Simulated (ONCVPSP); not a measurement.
Before and after: ONCV potential for titanium (Ti)

Ti, optimised norm-conserving Vanderbilt (ONCV), made with ONCVPSP 4.0.1 (PBE, scalar-relativistic). Core [Ne] 3s2, reference 3p6 3d2 4s2. Waves: 4s: rc 2.80 bohr, ncon 4, nbas 8, qcut 2.3 1/bohr, 2 projectors, debl 0.7 Ha; 3p: rc 1.75 bohr, ncon 4, nbas 8, qcut 9.5 1/bohr, 2 projectors, debl 1.7 Ha; 3d: rc 2.00 bohr, ncon 4, nbas 8, qcut 7.1 1/bohr, 2 projectors, debl 3 Ha. Local part: polynomial inside 1.15 bohr (lpopt 5, dvloc0 0 Ha). Core correction: Teter function, fcfact 2.75, rcfact 1.45.

Change: local potential polynomial inside 1.45 bohr (lpopt 5, dvloc0 4 Ha).

Cutoffs: the cutoffs (Ha) at which the residual kinetic energy of the hardest occupied pseudo-wave falls to 1 and 0.1 mHa per electron; they do not see the model core or the augmentation charge, which bear on the density cutoff. Errors are all-electron minus pseudo energies relative to the spin-unpolarised reference configuration.

Problem. How do hardness, ghosts and transferability respond?

Solution. The potential gets neither clearly harder nor softer (22 Ha and 27 Ha → 22 Ha and 27 Ha); the bound ghost in s disappears; the lowest positive-energy flag moves from none to s at 39.4 eV; the errors of the 4 common tests hardly move. In the separable form a ghost depends on how the local part lies against the semilocal potential of the channel, so the choice of the local part can create or remove one.

```csv
quantity,base,changed
"cutoff, loose",22 Ha,22 Ha
"cutoff, tight",27 Ha,27 Ha
bound ghosts,s,none
GHOST(+) flags under 300 eV,none,s at 39.4 eV
"error for 3p6 3d2 4s1, meV [ΔE 7.35 eV]",-1.3,-1.3
"error for 3p6 3d2 4s0, meV [ΔE 20.92 eV]",+8.7,+8.6
"error for 3p6 3d1 4s0, meV [ΔE 47.87 eV]",+256,+255
"error for 3p5 3d2 4s2, meV [ΔE 45.56 eV]",-269,-260
s: phases at 2.84 bohr within 0.05 rad from the reference energy up to (Ha; the scan ends near 5),1.7,1.3
p: phases at 1.77 bohr within 0.05 rad from the reference energy up to (Ha; the scan ends near 5),to the end of the scan,to the end of the scan
d: phases at 2.03 bohr within 0.05 rad from the reference energy up to (Ha; the scan ends near 5),to the end of the scan,to the end of the scan
"rms error of d²Exc/dni dnj with the model core, mHa",3.17,3.17
```

 A true bound ghost makes a file unfit for plane-wave use even where its test errors are small: the radial tests pick states by their node count and pass the ghost by.
